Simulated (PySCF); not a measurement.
Dipole response of Bi⁻ (bismuth, charge -1)

[Xe] 4f14 5d10 6s2 6p4, high-spin 3P determinant. Computed with PySCF 2.14 in aug-cc-pwCVDZ-PP with ECP60MDF (6s5p4d1f, 48 functions), with a scalar-relativistic core potential. Coupled (time-dependent) response in atomic units; α is the mean over directions. A double-zeta set is small for polarisabilities.

```tsv
method	mean α (bohr³)	α xx, yy, zz	C₆ (like pair)	S(−4)
UHF	109.5	86.73, 155.0, 86.73	1830	5290
wB97X-V	111.3	93.00, 148.0, 93.00	1873	4768
wB97X	109.9	90.45, 148.9, 90.45	1827	4992
```

S(−4) is the Cauchy moment in α(ω) = α(0) + S(−4) ω² + …

Spin-orbit coupling is absent.

α(iu) at UHF:

```tsv
u (hartree)	α(iu) (bohr³)
0	109.5
0.0500	99.00
0.100	81.66
0.200	54.81
0.300	37.95
0.500	20.55
0.750	11.69
1.00	7.747
1.50	4.403
2.00	2.990
3.00	1.726
5.00	0.8031
```

A single London oscillator, α(iu) = α/(1 + u²/ω²), gives C₆ = (3/4) ω α². Matching the computed C₆ needs ω = 4 × 1830 / (3 × 109.5²) = 0.203 hartree.

For an ion, C₆ is the dispersion term alone; charge-induced terms of lower order in 1/R come first.

The components differ because the open shell of this determinant is not spherical; for a pure term their mean is the scalar polarisability.

Energies and moments cover only the electrons outside the core potential. Spin-orbit coupling is strong in this species (close to jj coupling), so the high-spin LS determinant is a model state, not a physical level.
